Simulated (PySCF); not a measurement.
## Ionisation energy of Mg+ by level of theory

Mg+ [Ne] 3s1 [3s1/2^1, M_J = 1/2] → Mg(2+) [Ne], as a difference of total energies. Computed with PySCF 2.14 in x2c-TZVPPall-2c, with the two-component X2C-1e Hamiltonian. Correlated levels: [Ne] frozen. "Screened" scales the spin-orbit matrix elements by Boettger's factors to mimic the two-electron term; Breit and QED terms are absent.

```tsv
method	ionisation energy (eV)	error (eV)
GHF (screened spin-orbit)	14.734	-0.301
GMP2 (screened spin-orbit)	14.734	-0.301
GCCSD (screened spin-orbit)	14.734	-0.301
GCCSD(T) (screened spin-orbit)	14.734	-0.301
```

Reference: 15.035 eV (measured; NIST Atomic Spectra Database, ionization energies).

Errors of the correlated levels include the incompleteness of this basis and the frozen core.
